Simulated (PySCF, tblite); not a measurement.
Isomers of C2H6F2OSi, one GFN2-xTB conformer each. Single-point energies are computed at PBE0/pcSseg-1 (PySCF, gas phase, no added dispersion term), electronic only.

```tsv
SMILES	GFN2-xTB relative energy (kJ/mol)
O[SiH2][C@H](F)CF	18.2
OC[C@@H](F)[SiH2]F	0.0
COC(F)(F)[SiH3]	115.3
CO[SiH2]C(F)F	34.9
```

Conformers: `[OH:1][SiH2:2][C@H:3]([F:4])[CH2:5][F:6]` with H–O1–Si2–C3 54°, O1–Si2–C3–F4 -68°, Si2–C3–C5–F6 30°; `[OH:1][CH2:2][C@@H:3]([F:4])[SiH2:5][F:6]` with H–O1–C2–C3 -56°, O1–C2–C3–F4 66°, C2–C3–Si5–F6 -31°; `[CH3:1][O:2][C:3]([F:4])([F:5])[SiH3:6]` with C1–O2–C3–F4 57°; `[CH3:1][O:2][SiH2:3][CH:4]([F:5])[F:6]` with C1–O2–Si3–C4 -59°, O2–Si3–C4–F5 178°.

Problem. What does PBE0/pcSseg-1 give for the same structures?

Solution. 
| SMILES | PBE0/pcSseg-1 E (Eh) | PBE0/pcSseg-1 (kJ/mol) | GFN2-xTB (kJ/mol) | point group |
| --- | --- | --- | --- | --- |
| OC[C@@H](F)[SiH2]F | -643.73032 | 0.0 | 0.0 | C1 |
| O[SiH2][C@H](F)CF | -643.71461 | 41.2 | 18.2 | C1 |
| CO[SiH2]C(F)F | -643.70167 | 75.2 | 34.9 | C1 |
| COC(F)(F)[SiH3] | -643.68027 | 131.4 | 115.3 | Cs |

Both levels put the same isomer lowest; measured from each level's own lowest isomer, the values differ by up to 40.3 kJ/mol (CO[SiH2]C(F)F: 34.9 against 75.2). As drawn, the lowest has an O–H bond and an Si–F bond, which the highest lacks; the highest has two fluorines on one carbon, which the lowest lacks.

Problem. Which frontier levels, dipoles and rotational constants go with these structures?

Solution. 
```
            SMILES  HOMO (eV, PBE0/pcSseg-1)  LUMO (eV)  dipole (D)     A, B, C (MHz)
OC[C@@H](F)[SiH2]F                     -7.97       0.00        1.75  4690, 1644, 1408
 O[SiH2][C@H](F)CF                     -8.28       0.57        1.66  4371, 1850, 1452
     CO[SiH2]C(F)F                     -8.05       0.27        1.80  5002, 1758, 1382
   COC(F)(F)[SiH3]                     -8.96       0.42        1.28  4343, 2027, 1881
```

Problem. What happens when harmonic zero-point energies from GFN2-xTB frequencies are added?

Solution. 
```csv
SMILES,ZPE (kJ/mol),electronic (kJ/mol),with ZPE (kJ/mol)
OC[C@@H](F)[SiH2]F,209.0,0.0,0.0
O[SiH2][C@H](F)CF,206.4,41.2,38.6
CO[SiH2]C(F)F,206.6,75.2,72.8
COC(F)(F)[SiH3],197.6,131.4,120.0
```

The zero-point energies span 11.4 kJ/mol. The order is unchanged.
